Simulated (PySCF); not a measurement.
Ligands exchanged one at a time, Si OH-NH2. All species are isolated molecules in the gas phase. One relaxed conformer stands for each flexible species; it need not be the lowest. Strings in code marks are SMILES.

Calculation: PBE-D3(BJ)/def2-TZVP // B3LYP-D3(BJ)/def2-TZVP run with PySCF 2.14.0. Excitations are Tamm–Dancoff values on a coarser integration grid. The basis has no diffuse functions, so Rydberg states are missing or too high.

```tsv
species	LUMO (eV)	S1–T1 gap (TDA) (eV)	HOMO–LUMO gap (eV)	S1 excitation (TDA) (eV)
0 of 4 OH replaced by NH2 (`O[Si](O)(O)O`)	-0.43	0.20	6.88	6.96
1 of 4 OH replaced by NH2 (`N[Si](O)(O)O`)	?	?	5.75	?
2 of 4 OH replaced by NH2 (`N[Si](N)(O)O`)	-0.16	0.19	5.68	?
3 of 4 OH replaced by NH2 (`N[Si](N)(N)O`)	-0.08	0.17	5.51	5.58
4 of 4 OH replaced by NH2	–	0.15	5.25	5.31
```

Question: What belongs in the gaps?

Answer: 
- 1 of 4 OH replaced by NH2 (`N[Si](O)(O)O`), LUMO (eV): -0.28
- 1 of 4 OH replaced by NH2 (`N[Si](O)(O)O`), S1–T1 gap (TDA) (eV): 0.21
- 1 of 4 OH replaced by NH2 (`N[Si](O)(O)O`), S1 excitation (TDA) (eV): 5.84
- 2 of 4 OH replaced by NH2 (`N[Si](N)(O)O`), S1 excitation (TDA) (eV): 5.76
